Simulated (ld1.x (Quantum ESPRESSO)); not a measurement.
# cerium (Ce), PAW: configuration errors across variants

```
Element                 : Ce (Z = 58)
Generator               : ld1.x (Quantum ESPRESSO) 7.5
Type                    : PAW
Functional              : LDA (PZ)
Relativity              : fully relativistic
Frozen core             : [Kr]
Valence charge          : 22
Reference configuration : 4d10 4f1 5s2 5p6 5d1 6s2 6p0
Partial waves           : 5s (bound): rcut 2.10, rcutus 2.55 bohr; 6s (bound): rcut 2.10, rcutus 2.55 bohr; 5p (bound): rcut 2.35, rcutus 2.80 bohr; 6p (bound, empty): rcut 2.35, rcutus 2.80 bohr; 4d (bound): rcut 1.00, rcutus 1.05 bohr; 5d (bound): rcut 1.00, rcutus 1.05 bohr; 4f (bound): rcut 1.35, rcutus 1.85 bohr; 4f channel at -0.1 Ry: rcut 1.35, rcutus 1.85 bohr
Local potential         : all-electron potential smoothed inside 1.70 bohr (lloc = -1)
Core correction         : Bessel-smoothed model core inside 0.85 bohr
Augmentation charge     : PSQ, inside the norm-conserving radii
```

Open shells are filled in proportion to 2j + 1 (rel_dist='average').

All-electron excitation energies from the reference (eV): (1) 4d10 4f1 5s2 5p6 5d1 6s1 6p0 6.270; (2) 4d10 4f1 5s2 5p6 5d1 6s0 6p0 17.614; (3) 4d10 4f1 5s2 5p6 5d0 6s0 6p0 36.942.

On the changes marked as counting shells twice: ld1.x takes every shell without a wave as core, so the model core holds the marked electrons as well and exchange and correlation see them twice. This cancels in the reference configuration, but the file is broken for other ones, and its errors say nothing about a proper core correction.

Tests that are not counted but printed errors over 1 eV. “waves 5s (bound): rcut 2.10, rcutus 2.70 bohr; 6s (bound): rcut 2.10, rcutus 2.70 bohr”: 4d10 4f0 5s2 5p6 5d1 6s2 6p0 (solver errors, printed error -3793 eV).

2 further variants failed, have other tests or another functional or relativity, and are left out.

The file “type RRKJ; waves now 5s (bound): rc 2.55 bohr; 4d (bound): rc 1.05 bohr; 4f (bound): rc 1.85 bohr; 5p (bound): rc 2.80 bohr; local potential the p channel (5d, 6s counted twice)” misses its own reference levels by 1.9 eV.

Errors AE − PS in meV (a dash: test not solved or not reliable):

```csv
change,(1),(2),(3),bound ghosts
base,-0.1,+0.9,+28,not determined
"waves 5s (bound): rcut 2.10, rcutus 2.70 bohr; 6s (bound): rcut 2.10, rcutus 2.70 bohr",-1.3,+1.4,+30,not determined
"type RRKJ; waves now 5s (bound): rc 2.55 bohr; 4d (bound): rc 1.05 bohr; 4f (bound): rc 1.85 bohr; 5p (bound): rc 2.80 bohr; local potential the p channel (5d, 6s counted twice)",-361,-1154,+1013,not determined
"wave 4f channel at -0.1 Ry: rcut 1.35, rcutus 1.85 bohr becomes 4f channel at 0.04 Ry: rcut 1.35, rcutus 1.85 bohr",-0.1,+0.9,+29,not determined
"all radii but the core radius scaled by about 0.90 (s 2.30, p 2.52, d 0.94, f 1.66 bohr, rcut 1.90/2.12/0.90/1.22); local potential all-electron potential smoothed inside 1.54 bohr (lloc = -1)",+0.1,+1.0,+1.6,not determined
```

Task: Give the same row for: waves 5p (bound): rcut 1.84, rcutus 1.94 bohr; 6p (bound): rcut 1.84, rcutus 1.94 bohr.

Result: -0.1, -0.1, +3.7; bound ghosts: not determined.
